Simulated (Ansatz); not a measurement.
## Ansatz (development build ahead of 0.2.0) run

```yaml
crystal:
  periodic: [false, false, false]
  atoms:
    - { symbol: C, position_ang: [0.0, 1.41, 0.0] }
    - { symbol: C, position_ang: [1.2211, 0.705, 0.0] }
    - { symbol: C, position_ang: [1.2211, -0.705, 0.0] }
    - { symbol: C, position_ang: [0.0, -1.41, 0.0] }
    - { symbol: C, position_ang: [-1.2211, -0.705, 0.0] }
    - { symbol: C, position_ang: [-1.2211, 0.705, 0.0] }
    - { symbol: C, position_ang: [2.44219, 1.41, 0.0] }
    - { symbol: C, position_ang: [3.66329, 0.705, 0.0] }
    - { symbol: C, position_ang: [3.66329, -0.705, 0.0] }
    - { symbol: C, position_ang: [2.44219, -1.41, 0.0] }
    - { symbol: C, position_ang: [1.2211, 3.525, 0.0] }
    - { symbol: C, position_ang: [2.44219, 2.82, 0.0] }
    - { symbol: C, position_ang: [0.0, 2.82, 0.0] }
    - { symbol: C, position_ang: [2.44219, -2.82, 0.0] }
    - { symbol: C, position_ang: [1.2211, -3.525, 0.0] }
    - { symbol: C, position_ang: [0.0, -2.82, 0.0] }
    - { symbol: H, position_ang: [-2.16073, -1.2475, 0.0] }
    - { symbol: H, position_ang: [-2.16073, 1.2475, 0.0] }
    - { symbol: H, position_ang: [4.60293, 1.2475, 0.0] }
    - { symbol: H, position_ang: [4.60293, -1.2475, 0.0] }
    - { symbol: H, position_ang: [1.2211, 4.61, 0.0] }
    - { symbol: H, position_ang: [3.38183, 3.3625, 0.0] }
    - { symbol: H, position_ang: [-0.93964, 3.3625, 0.0] }
    - { symbol: H, position_ang: [3.38183, -3.3625, 0.0] }
    - { symbol: H, position_ang: [1.2211, -4.61, 0.0] }
    - { symbol: H, position_ang: [-0.93964, -3.3625, 0.0] }
basis:
  gaussian: { orbitals: def2-SVP }
hamiltonian:
  xc: pbe0
```

The input is written out in the form of the current development build from the run's settings.

Output:

| Item | Value |
| --- | --- |
| Converged | yes |
| Total energy | -614.60784 hartree |
| Spin squared of the determinant | 0.000 |
| Stability test | minimum among restricted orbitals |
